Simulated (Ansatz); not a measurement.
Born–Oppenheimer molecular dynamics of ClGeH$_{3}$O$_{2}$ (7 atoms, charge 0, multiplicity 1). It starts from a relaxed structure.

All numbers below come from Ansatz, RKS CAM-B3LYP-D4/def2-SVP.

```yaml
ensemble: NVE (velocity Verlet)
time_step: 1 fs
steps_asked: 100
starting_velocities_drawn_for: 300 K
seed: 149425
```

First frame:

```xyz
7
Properties=species:S:1:pos:R:3
Ge -0.097 -0.084 0.178
H -0.018 -0.042 1.694
O 1.458 0.059 -0.631
H 1.750 -0.759 -1.052
O -1.106 1.253 -0.324
H -1.076 1.434 -1.272
Cl -0.927 -1.967 -0.479
```

Task: How far do the bonds stretch over the last three quarters of this one trajectory? (Pairs bonded in most of those frames.)

Result: 
```csv
bond,mean (Å),spread (Å),shortest,longest
Ge1–H2,1.521,0.010,1.51,1.54
Ge1–O3,1.757,0.013,1.74,1.78
Ge1–O5,1.749,0.009,1.74,1.77
Ge1–Cl7,2.177,0.067,2.07,2.26
O3–H4,0.966,0.017,0.94,0.99
O5–H6,0.967,0.015,0.94,0.99
```

Mean temperature of the second half: 150 K. The conserved energy stayed within 0.54 meV per atom of its start (net change 0.3 meV per atom), so the integration is sound. Over the second half the temperature averaged 0.50 of the 300 K drawn at the start: a run that starts near a minimum puts about half its kinetic energy into the potential. A run of 0.1 ps of so small a system gives no equilibrium averages.

The run took 3.3 min on 2 threads of Arm Neoverse V2 (shared host), peak memory 0.23 GiB.
